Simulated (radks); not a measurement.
Task: Neutral sulfur, 16 electrons, occupied as [Ne] 3s2 3p4 (the NIST ground configuration). Method: Dirac Kohn-Sham, revPBE, spin-unpolarised, spherical densities, finite nucleus; open shells fill j = l - 1/2 first; Fermi nuclear charge, rms radius 3.2611 fm; computed with a radial shooting solver on a logarithmic mesh with Libxc functionals. Some entries of the table are withheld. Estimate them.

orbital  occ.  eigenvalue (hartree)  r(max) (bohr)  <r^2> (bohr^2)
1s1/2       2                   (1)        0.06327         0.01262
2s1/2       2              -7.78197            (2)          0.2725
2p1/2       2                   (3)         0.3249             (4)
2p3/2       4                   (5)         0.3266             (6)
3s1/2       2              -0.63280          1.415           3.346
3p1/2       2                   (7)          1.604           5.140
3p3/2       2                   (8)          1.611           5.190

Result: 
(1) 1s1/2 eigenvalue (hartree): -88.42233
(2) 2s1/2 r(max) (bohr): 0.3882
(3) 2p1/2 eigenvalue (hartree): -5.77859
(4) 2p1/2 <r^2> (bohr^2): 0.2430
(5) 2p3/2 eigenvalue (hartree): -5.73221
(6) 2p3/2 <r^2> (bohr^2): 0.2454
(7) 3p1/2 eigenvalue (hartree): -0.25810
(8) 3p3/2 eigenvalue (hartree): -0.25505
